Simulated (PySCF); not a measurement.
C2H9GaN (SMILES [CH3][Ga+]([CH3])<-[NH3]), charge +1, singlet, at a GFN2-xTB geometry (such geometries of metal compounds can be far from the true shape), with bond 9-6 at 2.0 times its length; DF-SVWN5/6-31G* run with PySCF.

Input for PySCF:
```python
from pyscf import gto, scf, dft

mol = gto.Mole()
mol.atom = '''
    Ga    0.01230320    0.27085287    0.07317890
    C     1.56217051    0.91239822   -1.08138031
    H     2.48093940    0.40995923   -0.76770611
    H     1.69143509    1.99225895   -0.97680614
    H     1.35524775    0.67334755   -2.12801519
    C    -1.51190352    0.36240503    1.42058717
    H    -2.42862361   -0.00827270    0.95410195
    H    -1.66612628    1.39262866    1.75006911
    H    -1.02537384   -0.87748553    3.15423597
    N    -0.07882585   -1.91227677   -0.51159490
    H    -0.77979814   -2.08684462   -1.23480529
    H    -0.32440056   -2.51666217    0.27535179
    H     0.80874464   -2.25819564   -0.88222419
'''
mol.basis = '6-31g*'
mol.charge = 1
mol.verbose = 4
mol.build()

mf = dft.RKS(mol)
mf.xc = 'lda,vwn'
mf.conv_tol_grad = 1e-3
mf = mf.density_fit(auxbasis='def2-universal-jkfit')
mf.kernel()
```

The log (banner, timings and long lists left out):

```
PySCF version 2.14.0

[INPUT] verbose = 4
[INPUT] num. atoms = 13
[INPUT] num. electrons = 58
[INPUT] charge = 1
[INPUT] spin (= nelec alpha-beta = 2S) = 0
[INPUT] symmetry False subgroup None
[INPUT] Mole.unit = angstrom
[INPUT] Symbol           X                Y                Z      unit          X                Y                Z       unit  Magmom
[INPUT]  1 Ga     0.012303200000   0.270852870000   0.073178900000 AA    0.023249678456   0.511837744352   0.138288079097 Bohr   0.0
[INPUT]  2 C      1.562170510000   0.912398220000  -1.081380310000 AA    2.952074423772   1.724182752341  -2.043512622397 Bohr   0.0
[INPUT]  3 H      2.480939400000   0.409959230000  -0.767706110000 AA    4.688295997643   0.774710666938  -1.450754292055 Bohr   0.0
[INPUT]  4 H      1.691435090000   1.992258950000  -0.976806140000 AA    3.196349077579   3.764823784714  -1.845896081394 Bohr   0.0
[INPUT]  5 H      1.355247750000   0.673347550000  -2.128015190000 AA    2.561047078433   1.272442456147  -4.021365898014 Bohr   0.0
[INPUT]  6 C     -1.511903520000   0.362405030000   1.420587170000 AA   -2.857083579566   0.684846252865   2.684520687371 Bohr   0.0
[INPUT]  7 H     -2.428623610000  -0.008272700000   0.954101950000 AA   -4.589433482553  -0.015633137311   1.802991380413 Bohr   0.0
[INPUT]  8 H     -1.666126280000   1.392628660000   1.750069110000 AA   -3.148522358140   2.631686760620   3.307151316961 Bohr   0.0
[INPUT]  9 H     -1.025373840000  -0.877485530000   3.154235970000 AA   -1.937675732894  -1.658207329969   5.960642115552 Bohr   0.0
[INPUT] 10 N     -0.078825850000  -1.912276770000  -0.511594900000 AA   -0.148959268036  -3.613679369668  -0.966774247724 Bohr   0.0
[INPUT] 11 H     -0.779798140000  -2.086844620000  -1.234805290000 AA   -1.473604917045  -3.943564796322  -2.333443815264 Bohr   0.0
[INPUT] 12 H     -0.324400560000  -2.516662170000   0.275351790000 AA   -0.613028213056  -4.755802249354   0.520339471009 Bohr   0.0
[INPUT] 13 H      0.808744640000  -2.258195640000  -0.882224190000 AA    1.528305874310  -4.267371295287  -1.667162099566 Bohr   0.0

nuclear repulsion = 267.116391371653
number of shells = 48
number of NR pGTOs = 212
number of NR cGTOs = 92
basis = 6-31g*
ecp = {}

******** <class 'pyscf.df.df_jk.DFRKS'> ********
method = DFRKS
initial guess = minao
damping factor = 0
level_shift factor = 0
DIIS = <class 'pyscf.scf.diis.CDIIS'>
diis_start_cycle = 1
diis_space = 8
diis_damp = 0
SCF conv_tol = 1e-09
SCF conv_tol_grad = 0.001
SCF max_cycles = 50
direct_scf = False
XC library pyscf.dft.libxc version 7.1.2
    S. Lehtola, C. Steigemann, M. J. T. Oliveira, and M. A. L. Marques,  SoftwareX 7, 1–5 (2018)
XC functionals = lda,vwn
    P. A. M. Dirac,  Math. Proc. Cambridge Philos. Soc. 26, 376 (1930)
    F. Bloch,  Z. Phys. 57, 545 (1929)
    S. H. Vosko, L. Wilk, and M. Nusair,  Can. J. Phys. 58, 1200 (1980)
radial grids:
    Treutler-Ahlrichs [JCP 102, 346 (1995); DOI:10.1063/1.469408] (M4) radial grids

becke partition: Becke, JCP 88, 2547 (1988); DOI:10.1063/1.454033
pruning grids: <function nwchem_prune>
grids dens level: 3
symmetrized grids: False
atomic radii adjust function: <function treutler_atomic_radii_adjust>
small_rho_cutoff = 0
Initial guess from minao.
tot grids = 151320
init E= -2055.77336466363
  HOMO = -0.277615443674722  LUMO = -0.1488760537047  gap/eV = 3.50318
cycle= 1 E= -2056.13312663445  delta_E= -0.36  |g|=    1  |ddm|= 3.04
  HOMO = -0.345716691545124  LUMO = -0.272320868615708  gap/eV = 1.99720
cycle= 2 E= -2055.50063371718  delta_E= 0.632  |g|= 1.76  |ddm|= 2.46
  HOMO = -0.415003059044603  LUMO = -0.281480823970486  gap/eV = 3.63333
cycle= 3 E= -2056.22618488144  delta_E= -0.726  |g|= 0.462  |ddm|= 1.96
  HOMO = -0.400750521839474  LUMO = -0.286509252044305  gap/eV = 3.10866
cycle= 4 E= -2056.3216827801  delta_E= -0.0955  |g|= 0.0662  |ddm|= 0.44
  HOMO = -0.412897603152405  LUMO = -0.302917899233743  gap/eV = 2.99270
cycle= 5 E= -2056.32093746172  delta_E= 0.000745  |g|= 0.0764  |ddm|= 0.214
  HOMO = -0.407645672551877  LUMO = -0.296199593595976  gap/eV = 3.03260
cycle= 6 E= -2056.32434277686  delta_E= -0.00341  |g|= 0.0116  |ddm|= 0.127
  HOMO = -0.406647150576609  LUMO = -0.295276268168115  gap/eV = 3.03056
cycle= 7 E= -2056.32435117052  delta_E= -8.39e-06  |g|= 0.00776  |ddm|= 0.0131
  HOMO = -0.406820063164102  LUMO = -0.295480576814292  gap/eV = 3.02970
cycle= 8 E= -2056.32437730638  delta_E= -2.61e-05  |g|= 0.003  |ddm|= 0.00693
  HOMO = -0.406907316533337  LUMO = -0.295606176735653  gap/eV = 3.02866
cycle= 9 E= -2056.32438149487  delta_E= -4.19e-06  |g|= 0.00102  |ddm|= 0.00299
  HOMO = -0.406895435549631  LUMO = -0.29559343743473  gap/eV = 3.02868
cycle= 10 E= -2056.32438159911  delta_E= -1.04e-07  |g|= 0.000692  |ddm|= 0.000631
  HOMO = -0.406905275549677  LUMO = -0.295607663592524  gap/eV = 3.02856
cycle= 11 E= -2056.32438185113  delta_E= -2.52e-07  |g|= 0.00011  |ddm|= 0.000764
  HOMO = -0.40690683033925  LUMO = -0.295610244157236  gap/eV = 3.02853
cycle= 12 E= -2056.32438185738  delta_E= -6.25e-09  |g|= 1.38e-05  |ddm|= 0.000145
  HOMO = -0.406906862389037  LUMO = -0.295610201188508  gap/eV = 3.02854
cycle= 13 E= -2056.32438185744  delta_E= -6.05e-11  |g|= 1.84e-06  |ddm|= 1.58e-05
  HOMO = -0.406906841569868  LUMO = -0.295610074769872  gap/eV = 3.02854
Extra cycle  E= -2056.32438185741  delta_E= 3.55e-11  |g|= 7.48e-06  |ddm|= 1.12e-05
converged SCF energy = -2056.32438185741
```
